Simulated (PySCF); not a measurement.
A side-by-side comparison of computed properties.

First species: C5H5N2S (charge -1).
SMILES: `CC(=S)c1ccn[n-]1`

Second species: C₅H₅N₂S (charge -1).
Cartesian coordinates in Å at the GFN2-xTB level; atoms count from 1:
```
atom  x, y, z in Å
C1    -2.0003    0.2616   -0.5697
C2    -1.0611   -0.1796    0.5147
S3    -1.6996   -0.7464    1.9459
C4     0.3083   -0.1018    0.2620
C5     1.4086   -0.4643    1.0769
N6     2.5419   -0.2252    0.4328
C7     2.1221    0.2795   -0.7579
N8     0.8283    0.3794   -0.9270
H9    -1.6882    1.2308   -0.9555
H10   -1.9567   -0.4484   -1.3966
H11   -3.0217    0.3140   -0.1961
H12    1.3840   -0.8773    2.0694
H13    2.8299    0.5780   -1.5166
```

Levels: wB97X-D/def2-SVPD for HOMO energy, LUMO energy, HOMO–LUMO gap, static isotropic polarisability and electronic spatial extent ⟨r²⟩ about the centre of nuclear charge; TDDFT wB97X-D/def2-SVPD for lowest singlet excitation; TDA wB97X-D/def2-SVPD for lowest triplet excitation (Tamm–Dancoff); GFN2-xTB for rotational constant A and rotational constant C. Geometries: GFN2-xTB. Each structure is a single optimised conformer of the isolated species, non-relativistic unless stated. Electronic properties by PySCF.

Dipoles, sizes and rotational constants follow the conformer. The torsions of the flexible species, by atom-mapped SMILES:
- `[CH3:1][C:2](=[S:3])[c:4]1[cH:5][cH:6][n:7][n-:8]1`: C1–C2–C4–C5 180°
- `[CH3:1][C:2](=[S:3])[c:4]1[cH:5][n:6][cH:7][n-:8]1`: C1–C2–C4–C5 -179°

Problem. Which of the two has the higher HOMO energy, and by how much?

Solution. The second: -3.44 eV against -3.72 eV, a difference of 0.28 eV.

Problem. Which has the higher rotational constant A?

Solution. The first: 3.925 GHz against 3.882 GHz, a difference of 0.043 GHz.

Problem. Which has the higher LUMO energy?

Solution. The second: 3.86 eV against 3.72 eV, a difference of 0.14 eV.

Problem. Which of the two has the higher static isotropic polarisability, and by how much?

Solution. The first: 115.6 au against 114.9 au, a difference of 0.7 au.

Problem. Which has the higher S1 energy?

Solution. The second: 2.81 eV against 2.74 eV, a difference of 0.07 eV.

Problem. Which has the higher HOMO–LUMO gap?

Solution. The first: 7.44 eV against 7.30 eV, a difference of 0.14 eV.

Problem. Which of the two has the higher T1 energy, and by how much?

Solution. The first: 2.36 eV against 2.20 eV, a difference of 0.16 eV.

On the first: The principal polarisabilities are 67.5, 105.2 and 174.1 au; their mean is the isotropic value. The vertical singlet–triplet gap S1 − T1 is 0.38 eV (TDDFT singlet less Tamm–Dancoff triplet; S1: HOMO−1→LUMO, weight 0.97; T1: HOMO→LUMO, weight 0.97).

On the second: In wavenumbers S1 is 22700 cm⁻¹ (1 eV = 8065.54 cm⁻¹). The principal polarisabilities are 66.6, 103.8 and 174.1 au; their mean is the isotropic value.
